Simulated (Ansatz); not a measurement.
Mulliken charges of CH5ClINSi, SMILES `NC[SiH](Cl)I` from ωB97M-V/def2-TZVPP in Ansatz (PBE0-D4/def2-TZVP geometry).

```csv
atom,x (Å),y (Å),z (Å),charge (e)
N1,0.154,1.269,0.859,-0.284
C2,-0.599,0.110,0.409,-0.246
Si3,0.446,-0.852,-0.812,0.371
Cl4,-0.467,-2.649,-1.202,-0.196
I5,0.728,0.401,-2.875,-0.119
H6,0.898,1.005,1.491,0.116
H7,-0.437,1.933,1.342,0.110
H8,-0.948,-0.573,1.199,0.126
H9,-1.489,0.443,-0.133,0.136
H10,1.796,-1.139,-0.274,-0.013
```

Task: By hand: the dipole of these point charges (1 e Å = 4.8032 D).

Result: Σ q r = (-0.015, 0.100, 0.389) e Å, of length 0.402 e Å = 1.93 D.

Task: How does the dipole of the full density compare? (Best estimate.)

Result: The calculation gave: (-0.112, 0.156, 0.577) e Å, 2.92 D; the point charges give 0.66 times that, at 9° from its direction.

Point charges leave out the atoms' own dipoles, such as those of lone pairs, and Mulliken's split depends on the basis, so the two needn't agree.
